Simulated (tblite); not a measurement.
C7H15ClSi.
Numbering: `[CH2:1]=[CH:2][SiH2:3][C@@:4]([CH3:5])([Cl:6])[CH:7]([CH3:8])[CH3:9]` (hydrogens: H10, H11 on C1; H12 on C2; H13, H14 on Si3; H15, H16, H17 on C5; H18 on C7; H19, H20, H21 on C8; H22, H23, H24 on C9)

Computed with GFN2-xTB (tblite), gas phase: L-BFGS steps from a force-field or distance-geometry start until the largest atomic force falls under 0.01 eV/Å.

Step 5: E = -785.8808 eV
```
atom  x, y, z in Å  |  force x, y, z in eV/Å
C1      3.2107   -0.8856   -0.9419   -0.071  -0.049   0.032
C2      2.6944   -0.2715    0.1132    0.141   0.126  -0.172
Si3     1.2001   -0.8360    1.1045    0.142  -0.040  -0.105
C4     -0.2968    0.3643    0.8655    0.036   0.130  -0.056
C5     -1.4811   -0.0770    1.7020   -0.040  -0.010   0.008
Cl6     0.3143    1.8960    1.6302    0.070   0.016  -0.052
C7     -0.6441    0.6919   -0.6005   -0.013  -0.014  -0.077
C8     -1.6497    1.8344   -0.7855   -0.057  -0.017   0.048
C9     -1.1652   -0.5320   -1.3550   -0.053  -0.087   0.019
H10     2.7903   -1.7970   -1.3333   -0.078  -0.034   0.007
H11     4.0808   -0.5271   -1.4747   -0.035   0.051   0.105
H12     3.1945    0.6306    0.4482   -0.077   0.032   0.028
H13     0.8127   -2.1785    0.6720   -0.088  -0.114  -0.024
H14     1.5970   -0.8890    2.5163   -0.142   0.098  -0.009
H15    -1.8458   -1.0271    1.3338   -0.110  -0.159  -0.080
H16    -1.1905   -0.2191    2.7388    0.099   0.023   0.051
H17    -2.2910    0.6471    1.6856   -0.034   0.062  -0.061
H18     0.2828    1.0025   -1.0941    0.120   0.014   0.068
H19    -1.2903    2.7628   -0.3519    0.044  -0.018   0.078
H20    -1.8156    2.0069   -1.8489    0.062  -0.028   0.052
H21    -2.6113    1.5911   -0.3403   -0.003  -0.021   0.034
H22    -2.1160   -0.8693   -0.9501    0.000   0.006   0.046
H23    -1.3296   -0.2710   -2.3978    0.025   0.030  -0.020
H24    -0.4624   -1.3594   -1.3284    0.063   0.006   0.080
```

Step 6: E = -785.8885 eV
```
atom  x, y, z in Å  |  force x, y, z in eV/Å
C1      3.2080   -0.8832   -0.9395    0.014  -0.110  -0.098
C2      2.6929   -0.2667    0.1122    0.106   0.099  -0.138
Si3     1.2011   -0.8375    1.0986    0.013  -0.074  -0.074
C4     -0.2986    0.3652    0.8608    0.043  -0.026   0.030
C5     -1.4832   -0.0778    1.6994    0.007  -0.012  -0.003
Cl6     0.3138    1.8904    1.6216    0.100   0.091  -0.003
C7     -0.6450    0.6901   -0.6014   -0.004   0.024  -0.027
C8     -1.6489    1.8323   -0.7823   -0.070   0.027   0.026
C9     -1.1655   -0.5331   -1.3532   -0.031  -0.064  -0.003
H10     2.7888   -1.7950   -1.3314   -0.087  -0.034   0.013
H11     4.0802   -0.5281   -1.4726   -0.049   0.052   0.112
H12     3.1956    0.6322    0.4437   -0.062   0.102   0.070
H13     0.8073   -2.1849    0.6709   -0.048  -0.030  -0.004
H14     1.5884   -0.8822    2.5129   -0.127   0.085  -0.006
H15    -1.8459   -1.0309    1.3291   -0.095  -0.062  -0.019
H16    -1.1824   -0.2158    2.7356    0.033   0.011   0.000
H17    -2.2906    0.6516    1.6820   -0.009  -0.011  -0.041
H18     0.2859    1.0018   -1.0843    0.120   0.021  -0.015
H19    -1.2871    2.7603   -0.3467    0.020  -0.047   0.056
H20    -1.8120    2.0040   -1.8461    0.041  -0.002   0.049
H21    -2.6117    1.5890   -0.3379    0.022  -0.013   0.021
H22    -2.1161   -0.8685   -0.9467    0.004  -0.004   0.031
H23    -1.3279   -0.2686   -2.3953    0.017  -0.007  -0.030
H24    -0.4588   -1.3566   -1.3219    0.043  -0.018   0.054
```

Step 7: E = -785.8935 eV
```
atom  x, y, z in Å  |  force x, y, z in eV/Å
C1      3.2066   -0.8835   -0.9396    0.045  -0.095  -0.122
C2      2.6935   -0.2622    0.1090    0.028   0.051  -0.070
Si3     1.2026   -0.8396    1.0933   -0.057  -0.064  -0.047
C4     -0.2989    0.3656    0.8584    0.035  -0.111   0.056
C5     -1.4845   -0.0788    1.6977    0.034  -0.014  -0.016
Cl6     0.3155    1.8889    1.6164    0.102   0.105   0.017
C7     -0.6453    0.6894   -0.6027    0.024   0.032   0.020
C8     -1.6493    1.8315   -0.7799   -0.032   0.029   0.013
C9     -1.1660   -0.5348   -1.3523    0.008  -0.016  -0.009
H10     2.7860   -1.7948   -1.3301   -0.083  -0.038   0.009
H11     4.0791   -0.5275   -1.4693   -0.017   0.043   0.068
H12     3.1951    0.6353    0.4425   -0.045   0.122   0.065
H13     0.8029   -2.1897    0.6700   -0.019   0.020   0.005
H14     1.5807   -0.8764    2.5107   -0.113   0.072  -0.018
H15    -1.8478   -1.0344    1.3260   -0.063   0.028   0.031
H16    -1.1768   -0.2136    2.7338   -0.017   0.000  -0.042
H17    -2.2905    0.6543    1.6789    0.019  -0.063  -0.024
H18     0.2899    1.0018   -1.0785    0.074   0.016  -0.053
H19    -1.2848    2.7580   -0.3424    0.002  -0.052   0.045
H20    -1.8090    2.0022   -1.8435    0.017   0.023   0.031
H21    -2.6119    1.5875   -0.3359    0.022  -0.010   0.017
H22    -2.1164   -0.8683   -0.9439    0.009  -0.011   0.017
H23    -1.3265   -0.2673   -2.3942    0.010  -0.041  -0.025
H24    -0.4559   -1.3553   -1.3169    0.018  -0.026   0.032
```

Task: Estimate the geometry and energy of step 8. (The exact step hangs on the optimiser's Hessian estimate; all steps are aligned on step 7, rigid shifts and turns removed.)

Result: E = -785.8974 eV, largest force 0.123 eV/Å
```
atom  x, y, z in Å  |  force x, y, z in eV/Å
C1      3.2059   -0.8853   -0.9412    0.036  -0.034  -0.074
C2      2.6947   -0.2580    0.1046   -0.047   0.004  -0.001
Si3     1.2037   -0.8421    1.0880   -0.074  -0.027  -0.021
C4     -0.2984    0.3645    0.8573    0.025  -0.113   0.041
C5     -1.4850   -0.0801    1.6962    0.047  -0.009  -0.023
Cl6     0.3191    1.8897    1.6127    0.085   0.068   0.018
C7     -0.6449    0.6894   -0.6035    0.050   0.017   0.048
C8     -1.6500    1.8312   -0.7776    0.022   0.005   0.008
C9     -1.1661   -0.5364   -1.3518    0.044   0.029  -0.002
H10     2.7819   -1.7958   -1.3291   -0.064  -0.033   0.002
H11     4.0782   -0.5260   -1.4654    0.028   0.023   0.004
H12     3.1936    0.6402    0.4428   -0.044   0.089   0.028
H13     0.7990   -2.1933    0.6694    0.000   0.039   0.006
H14     1.5722   -0.8703    2.5087   -0.098   0.057  -0.031
H15    -1.8509   -1.0368    1.3241   -0.029   0.085   0.062
H16    -1.1728   -0.2120    2.7318   -0.051  -0.013  -0.057
H17    -2.2902    0.6551    1.6760    0.036  -0.087  -0.012
H18     0.2944    1.0020   -1.0749    0.009   0.006  -0.064
H19    -1.2830    2.7553   -0.3379   -0.010  -0.038   0.042
H20    -1.8063    2.0014   -1.8410   -0.005   0.043   0.011
H21    -2.6120    1.5860   -0.3339    0.016  -0.010   0.014
H22    -2.1165   -0.8683   -0.9414    0.023  -0.011   0.000
H23    -1.3251   -0.2672   -2.3940    0.007  -0.068  -0.011
H24    -0.4531   -1.3548   -1.3122   -0.009  -0.022   0.013
```

The energy changes by -0.0040 eV. The first-order estimate −F·Δx gives -0.0056 eV and the mean of the old and new forces, exact on a quadratic surface, -0.0039 eV. The step makes an angle of 53° with the force vector and moves no atom by more than 0.011 Å.

What follows is the cost of the whole relaxation. The run took 1.3 s on one thread, Arm Neoverse V1 (aarch64), shared host.
